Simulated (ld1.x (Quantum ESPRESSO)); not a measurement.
**As (Z = 33), TM: configuration errors across variants**

- Element: arsenic (As)
- Generator: ld1.x (Quantum ESPRESSO) 7.5
- Type: norm-conserving Troullier–Martins (Kleinman–Bylander form)
- Functional: revPBE
- Relativity: scalar-relativistic
- Frozen core: [Ar] 3d10
- Valence charge: 5
- Reference configuration: 4s2 4p1.5 (charge +1.5)
- Partial waves: 4p (bound): rc 1.65 bohr; 4s (bound): rc 1.30 bohr
- Local potential: the s channel
- Core correction: a·sin(br)/r model core inside 1.05 bohr

All-electron excitation energies from the reference (eV): (1) 4s2 4p3 -16.870; (2) 4s2 4p2 -7.765; (3) 4s2 4p1 10.091; (4) 4s2 4p3.3 -18.091; (5) 4s1 4p0 88.133; (6) 4s2 4p0 37.689; (7) 4s0 4p5 2.123.

5 further variants failed, have other tests or another functional or relativity, and are left out.

A true bound ghost makes a file unfit for plane-wave use even where its test errors are small: the radial tests pick states by their node count and pass the ghost by.

Errors AE − PS in meV (a dash: test not solved or not reliable):

| change | (1) | (2) | (3) | (4) | (5) | (6) | (7) | bound ghosts |
| --- | --- | --- | --- | --- | --- | --- | --- | --- |
| base | -8.5 | -0.9 | -4.4 | -11 | -254 | -43 | -29 | p |
| all radii but the core radius scaled by about 0.97 (s 1.26, p 1.60 bohr) | -9.9 | -1.1 | -4.5 | -12 | -252 | -42 | -30 | p |
| wave 4s (bound): rc 1.30 bohr becomes 4s (bound): rc 1.66 bohr | -5.8 | -0.6 | -4.3 | -6.9 | -260 | -46 | -22 | none |
| wave 4p (bound): rc 1.65 bohr becomes 4p (bound): rc 1.18 bohr | -32 | -3.9 | -6.6 | -41 | -289 | -55 | -25 | p |

Problem. Give the same row for: local potential all-electron potential smoothed inside 1.45 bohr (lloc = -2).

Solution. +0.6, +0.3, -3.3, +1.3, -239, -38, -29; bound ghosts: d.
